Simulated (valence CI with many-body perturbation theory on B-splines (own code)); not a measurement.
## E1 line list for Ca15+

Calculated by valence CI with perturbative core correlation (CI+MBPT): three valence electrons over a frozen Dirac-Fock core [He], a basis of 11 s, 11 p, 9 d, 7 f, 5 g, 2 h, 1 i functions for each j, with the one-electron correlation potential Σ1 (screened to all orders), the two-electron term Σ2, the three-electron term Σ3, Breit, model QED; selected single and double excitations, second order for the rest (own B-spline code, finite nucleus).

No measured levels were compared; by estimate levels of excited configurations hold to 0.05 to 0.15 % of their energy, terms of the ground configuration to about 0.5 %.

Lines 51 to 100 of 248 in falling wavelength, among levels below 653.57 eV, chosen from the strongest by gf and those to the six lowest levels. Wavelengths and rates use the calculated energies, so an error of 500 cm⁻¹ moves a line at 225.8 Å by 0.11 % and its rate by three times that or more. Electric multipoles are in the length gauge, E1 and E2 with the static RPA response of the core. Weak lines are less certain than strong ones. Lines between different terms over intervals too small for the method are left out, as are lines whose strength nearly cancels. Where a level lies close to another of its J and parity, the split of strength between their lines is uncertain. The highest levels of a list are the least certain.

Names give the largest LS component (configuration and term), which can be under half, so a name can repeat, a term be missing and a line seem to break the LS rules; names also repeat where a configuration has a term twice. Letters in brackets count levels of one name in rising energy.

```tsv
λ vac (Å)	Upper	Lower	A (s⁻¹)	S (a.u.) with core polarisation	S without
225.8	2s2p² ²D_3/2	2s²2p ²P°_3/2	2.34e+08	5.32e-03	5.34e-03
224.5	2s2p² ²D_5/2	2s²2p ²P°_3/2	3.63e+09	1.22e-01	1.22e-01
222.2	2p²3p ⁴D°_5/2	2s2p3p ⁴D_5/2	3.08e+09	1.00e-01	1.01e-01
221.4	2p²3s ⁴P_1/2	2s2p3s ⁴P°_3/2	7.75e+09	8.30e-02	8.34e-02
219.0	2p²3s ²P_3/2	2s2p3s ²P°_3/2 [a]	8.98e+09	1.86e-01	1.87e-01
217.3	2p²3s ⁴P_5/2	2s2p3s ⁴P°_5/2	6.64e+09	2.02e-01	2.03e-01
217.1	2p³ ²D°_3/2	2s2p² ²D_3/2	5.68e+09	1.15e-01	1.15e-01
216.1	2p³ ²D°_5/2	2s2p² ²D_5/2	7.58e+09	2.26e-01	2.27e-01
215.0	2p²3s ²P_1/2	2s2p3s ²P°_1/2 [a]	9.92e+09	9.73e-02	9.77e-02
214.9	2p³ ²D°_5/2	2s2p² ²D_3/2	1.06e+09	3.12e-02	3.13e-02
209.6	2p²3s ⁴P_3/2	2s2p3s ⁴P°_1/2	4.60e+09	8.36e-02	8.40e-02
208.5	2s2p² ²D_3/2	2s²2p ²P°_1/2	4.48e+09	8.02e-02	8.05e-02
206.7	2p²3s ⁴P_5/2	2s2p3s ⁴P°_3/2	3.41e+09	8.92e-02	8.97e-02
196.7	2s2p3d ²F°_7/2 [b]	2s²3d ²D_5/2	5.68e+09	1.71e-01	1.72e-01
195.2	2s2p3d ²F°_5/2 [b]	2s²3d ²D_3/2	5.50e+09	1.21e-01	1.22e-01
190.7	2s2p3p ²D_5/2 [b]	2s²3p ²P°_3/2	8.82e+09	1.81e-01	1.82e-01
190.6	2s2p3d ²D°_3/2 [b]	2s²3d ²D_3/2	1.14e+10	1.56e-01	1.57e-01
190.3	2s2p3d ²D°_5/2 [b]	2s²3d ²D_5/2	1.21e+10	2.47e-01	2.48e-01
189.5	2s2p3p ²P_3/2 [b]	2s²3p ²P°_3/2	1.18e+10	1.58e-01	1.59e-01
189.5	2s2p3p ²P_1/2 [b]	2s²3p ²P°_1/2	1.08e+10	7.22e-02	7.26e-02
188.9	2s2p3p ²D_3/2 [b]	2s²3p ²P°_1/2	9.63e+09	1.28e-01	1.29e-01
188.6	2s2p3s ²P°_1/2 [b]	2s²3s ²S_1/2	1.14e+10	7.52e-02	7.55e-02
188.3	2s2p3s ²P°_3/2 [b]	2s²3s ²S_1/2	7.05e+09	9.29e-02	9.34e-02
188.0	2s2p3d ⁴D°_3/2	2s²3s ²S_1/2	4.74e+09	6.22e-02	6.25e-02
187.2	2p³ ⁴S°_3/2	2s2p² ⁴P_5/2	1.28e+10	1.66e-01	1.66e-01
183.3	2s2p3d ²P°_1/2 [b]	2s²3d ²D_3/2	1.58e+10	9.63e-02	9.67e-02
183.1	2s2p3d ²P°_3/2 [b]	2s²3d ²D_5/2	1.45e+10	1.76e-01	1.76e-01
181.0	2p³ ⁴S°_3/2	2s2p² ⁴P_3/2	9.42e+09	1.10e-01	1.11e-01
180.4	2s2p3p ²S_1/2 [b]	2s²3p ²P°_3/2	1.07e+10	6.21e-02	6.24e-02
179.9	2s2p² ²S_1/2	2s²2p ²P°_3/2	8.29e+08	4.76e-03	4.78e-03
176.4	2p³ ⁴S°_3/2	2s2p² ⁴P_1/2	5.17e+09	5.60e-02	5.62e-02
174.4	2p³ ²P°_1/2	2s2p² ²D_3/2	1.46e+10	7.63e-02	7.67e-02
172.3	2p³ ²P°_3/2	2s2p² ²D_5/2	9.52e+09	9.62e-02	9.66e-02
171.5	2p³ ²P°_3/2	2s2p² ²D_3/2	2.33e+09	2.33e-02	2.34e-02
168.8	2s2p² ²S_1/2	2s²2p ²P°_1/2	1.92e+10	9.11e-02	9.15e-02
167.3	2s2p² ²P_1/2	2s²2p ²P°_3/2	1.95e+10	9.04e-02	9.08e-02
164.1	2s2p² ²P_3/2	2s²2p ²P°_3/2	2.56e+10	2.23e-01	2.24e-01
157.7	2s2p² ²P_1/2	2s²2p ²P°_1/2	5.50e+09	2.13e-02	2.14e-02
155.2	2p³ ²D°_5/2	2s2p² ⁴P_5/2	2.09e+08	2.31e-03	2.32e-03
154.8	2s2p² ²P_3/2	2s²2p ²P°_1/2	4.48e+09	3.28e-02	3.30e-02
152.0	2p³ ²D°_3/2	2s2p² ⁴P_3/2	1.43e+08	9.90e-04	9.94e-04
24.68	2s²3p ²P°_1/2	2s2p² ²D_3/2	5.99e+10	8.89e-04	8.83e-04
24.62	2s²3p ²P°_3/2	2s2p² ²D_3/2	4.63e+09	1.37e-04	1.36e-04
23.89	2p²3s ²D_5/2	2p³ ²P°_3/2	1.90e+11	7.67e-03	7.64e-03
23.87	2p²3s ²D_3/2	2p³ ²P°_3/2	4.05e+11	1.09e-02	1.08e-02
23.52	2s2p3s ²P°_1/2 [a]	2s2p² ²D_3/2	5.19e+11	6.67e-03	6.62e-03
23.50	2p²3s ²P_1/2	2p³ ²D°_3/2	6.73e+11	8.61e-03	8.56e-03
23.43	2p²3s ²P_3/2	2p³ ²D°_5/2	5.62e+11	1.43e-02	1.42e-02
23.40	2s2p3s ²P°_3/2 [a]	2s2p² ²D_5/2	5.43e+11	1.37e-02	1.36e-02
23.38	2s2p3s ²P°_3/2 [a]	2s2p² ²D_3/2	5.16e+10	1.30e-03	1.29e-03
```
